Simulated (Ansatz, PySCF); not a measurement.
Gas-phase reaction in SMILES: F[SiH3] → F[SiH2] + H atom (the H-Si bond at the site shown breaks; other sites are not compared here)
Structures are relaxed separately at B3LYP-D3(BJ)/def2-TZVP in Ansatz (a program for electronic structure). Frequencies are from Ansatz or PySCF.
Geometry of the first species:
SMILES: [SiH3]F
```xyz
5

Si    -0.4984     0.0049     0.0640
F      1.0946    -0.0107    -0.1405
H     -0.9841     1.3772    -0.1865
H     -1.0980    -0.9433    -0.8970
H     -0.7911    -0.4059     1.4523
```

Property: bond dissociation energy (0 K, with B3LYP-D3(BJ) harmonic zero-point energies), in kcal/mol. Correlated levels leave the core frozen unless marked. UHF or UKS for open shells. No spin-orbit coupling. Non-relativistic. CBS(X,Y): correlation extrapolated as X^-3; Hartree-Fock from the larger set (for Q and 5 zeta extrapolated as (X+1)exp(-9√X)).

```csv
level,program,bond dissociation energy (kcal/mol)
B97M-V/def2-TZVPD,Ansatz,90.9
PBE0/def2-TZVPD,Ansatz,87.3
MP2/cc-pV(5+d)Z,Ansatz,90.8
RI-MP2/aug-cc-pV(T+d)Z,Ansatz,89.4
```

**Question.** Predict the CCSD(T)/CBS(cc-pV(Q+d)Z,cc-pV(5+d)Z) result (Ansatz).

**Answer.** 93.1 kcal/mol, so RI-MP2/aug-cc-pV(T+d)Z differs from it by -3.7 kcal/mol.
